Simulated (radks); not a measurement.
Question: Species: Se II. Configuration: [Ar] 3d10 4s1.5 4p3 4f0.5 (fractional occupations, a model configuration). All-electron calculation, Dirac Kohn-Sham, RPBE, spin-unpolarised, spherical densities, finite nucleus; open shells are shared between the two j in proportion to 2j + 1; Fermi nuclear charge, rms radius 4.14 fm. Program: a radial shooting solver on a logarithmic mesh with Libxc functionals. Some entries of the table are withheld. Estimate them.

orbital,occ.,eigenvalue (hartree),r(max) (bohr),<r> (bohr)
1s1/2,2,-460.0258,0.02879,0.04407
2s1/2,2,(1),0.1645,(2)
2p1/2,2,-53.53744,0.1296,0.1685
2p3/2,4,-52.00294,0.1327,0.1723
3s1/2,2,-8.42718,0.5024,0.5736
3p1/2,2,-6.34570,0.4948,0.5821
3p3/2,4,-6.12995,0.5034,0.5926
3d3/2,4,-2.54672,(3),(4)
3d5/2,6,-2.51376,(5),(6)
4s1/2,1.5,-1.13813,1.485,1.715
4p1/2,1,-0.71460,1.702,2.021
4p3/2,2,-0.69694,1.730,2.054
5s1/2,0,(7),4.166,4.637
4d3/2,0,-0.21302,2.904,3.778
4d5/2,0,-0.21218,2.922,3.795
4f5/2,0.214286,-0.07596,9.466,(8)
4f7/2,0.285714,-0.07596,9.466,(9)

Answer: 
(1) 2s1/2 eigenvalue (hartree): -59.62475
(2) 2s1/2 <r> (bohr): 0.1956
(3) 3d3/2 r(max) (bohr): 0.4514
(4) 3d3/2 <r> (bohr): 0.6259
(5) 3d5/2 r(max) (bohr): 0.4542
(6) 3d5/2 <r> (bohr): 0.6302
(7) 5s1/2 eigenvalue (hartree): -0.26736
(8) 4f5/2 <r> (bohr): 10.13
(9) 4f7/2 <r> (bohr): 10.13
